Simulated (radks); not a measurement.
Problem. Species: Ba XXV. Configuration: [Ar] 3d10 4s2 4p2. Method: Dirac Kohn-Sham, relativistic LDA (MacDonald-Vosko exchange, VWN5 correlation), spin-unpolarised, spherical densities, finite nucleus; open shells fill j = l - 1/2 first; Fermi nuclear charge, rms radius 4.8378 fm; computed with a radial shooting solver on a logarithmic mesh with Libxc functionals.

Spin-orbit splittings of the eigenvalues, e(l+1/2) - e(l-1/2), with zeta = 2 splitting/(2l+1) and mean radii in bohr:

| shell | occ. | splitting (eV) | zeta (eV) | <r> j=l-1/2 | <r> j=l+1/2 |
|---|---|---|---|---|---|
| 2p | 6 | 379.1 | 252.7 | 0.09201 | 0.09795 |
| 3p | 6 | 75.61 | 50.40 | 0.2780 | 0.2893 |
| 3d | 10 | ? | ? | 0.2586 | 0.2622 |
| 4p | 2 | 21.66 | 14.44 | 0.6095 | 0.6265 |

Estimate the 3d splitting.

Solution. 16.48 eV (zeta = 6.594 eV).
